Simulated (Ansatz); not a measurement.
## Abstraction of Cl: In(CH3)Cl2 + SiH2(CH3)(SiH2) → In(CH3)Cl + CH7ClSi2

Gas-phase species: In(CH3)Cl2, singlet; SiH2(CH3)(SiH2), doublet; In(CH3)Cl, doublet; CH7ClSi2 `C[SiH2][SiH2]Cl`, singlet. A radical takes Cl: the energy is the difference in strength between the In–Cl bond broken and the Si–Cl bond made.

Shapes, held fixed at every level: PBE0-D4/def2-TZVP. Flexible molecules stand in one conformer, not always the lowest. Programs: Ansatz 0.2.0. Electronic energies: no zero-point or thermal term.

Estimate ΔE of this reaction.

The highest level, CCSD(T)/def2-TZVPP, gives ΔE = -51.1 kJ/mol; the levels span -67.9 to -51.1. The column of differences is taken from that level and isn't an error. No measured value is set beside it here. Spin contamination: In(CH3)Cl (⟨S²⟩ up to 0.78). Open shells run unrestricted. For atoms past krypton def2 sets carry core potentials with scalar relativity. Outer-core shells of In are correlated, in sets that cover them unevenly.

```json
{"level": "MP2/def2-TZVPP", "kind": "perturbation theory", "ΔE (kJ/mol)": "-51.2", "less CCSD(T)/def2-TZVPP": "-0.1"}
{"level": "r2SCAN-D4/def2-TZVPP", "kind": "meta-GGA", "ΔE (kJ/mol)": "-55.2", "less CCSD(T)/def2-TZVPP": "-4.1"}
{"level": "B3LYP-D4/def2-TZVPP", "kind": "global hybrid", "ΔE (kJ/mol)": "-67.9", "less CCSD(T)/def2-TZVPP": "-16.8"}
{"level": "PBE0-D4/def2-TZVPP", "kind": "global hybrid", "ΔE (kJ/mol)": "-56.0", "less CCSD(T)/def2-TZVPP": "-4.9"}
{"level": "wB97M-V/def2-TZVPP", "kind": "range-separated hybrid", "ΔE (kJ/mol)": "-60.6", "less CCSD(T)/def2-TZVPP": "-9.5"}
{"level": "B2PLYP/def2-TZVPP", "kind": "double hybrid", "ΔE (kJ/mol)": "-61.1", "less CCSD(T)/def2-TZVPP": "-10.0"}
{"level": "CCSD/def2-TZVPP", "kind": "coupled cluster or CI", "ΔE (kJ/mol)": "-51.6", "less CCSD(T)/def2-TZVPP": "-0.5"}
{"level": "CCSD(T)/def2-TZVPP", "kind": "coupled cluster or CI", "ΔE (kJ/mol)": "-51.1", "less CCSD(T)/def2-TZVPP": "0.0"}
```
